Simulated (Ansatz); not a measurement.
Abridged output of a molecular run in Ansatz:

```
Functional definition: HF
1655 factors; integrals over basis functions are off by at most 9.2e-4 eV
mean field evaluation 1: about -12286.3652 eV, gradient 3.7e1 eV
mean field evaluation 2: about -12286.7055 eV, gradient 3.7e1 eV
mean field evaluation 4: about -12289.8491 eV, gradient 5.1e0 eV
mean field evaluation 8: about -12289.9197 eV, gradient 3.0e-1 eV
mean field -12289.92009402 eV, -451.6462330482 hartree, gradient 2.6e-6 eV, S^2 0.000000; 0 other end points of the search recorded, 0 dependent functions left out
7 core orbitals not correlated: weight in the atoms' cores, before any rotation towards them, 1.000 or more for the frozen orbitals, at most 0.000 for the correlated occupied ones
reference -12289.92009402 eV, -451.6462330482 hartree; 20, 20 occupied and 232, 232 virtual orbitals, 1655 factors
second order -37.28018548 eV of doubles, -0.00000000 eV of singles
cycle   1  -36.84955901 eV  change    4.3e-1 eV  update   1.3e-1
cycle   2  -37.64083872 eV  change   -7.9e-1 eV  update   3.9e-2
cycle   3  -37.83692530 eV  change   -2.0e-1 eV  update   1.9e-2
cycle   4  -37.81937816 eV  change    1.8e-2 eV  update   4.3e-3
cycle   5  -37.81591537 eV  change    3.5e-3 eV  update   1.8e-3
cycle   6  -37.81776985 eV  change   -1.9e-3 eV  update   5.0e-4
cycle   7  -37.81762740 eV  change    1.4e-4 eV  update   1.8e-4
cycle   8  -37.81744858 eV  change    1.8e-4 eV  update   5.7e-5
cycle   9  -37.81744430 eV  change    4.3e-6 eV  update   2.5e-5
perturbative correction -1.46124829 eV, -0.0536998843 hartree
Total energy: -12329.19878661 eV, -453.0896983769 hartree
```

Its atoms:

Z-matrix (Å, degrees):
```
C
F 1 1.374
C 1 1.558 2 114.3
C 1 1.490 2 116.0 3 98.6
H 1 1.093 2 107.8 3 -128.9
C 3 1.497 1 84.5 2 118.9
H 3 1.092 1 115.3 2 -124.6
H 3 1.091 1 112.1 2 3.1
F 4 1.315 1 130.9 2 65.5
F 6 1.313 3 129.8 1 174.5
```

Question: Which basis set was used?
A. def2-TZVPP
B. def2-SVPD
C. cc-pV(Q+d)Z
D. def2-SVP

Answer: A. It gives 259 functions.

Question: Write the keys of the input that set method, charge and spin (a neutral closed shell needs none for the last two).

Answer: 
```yaml
correlation: {method: ccsd_t}
```
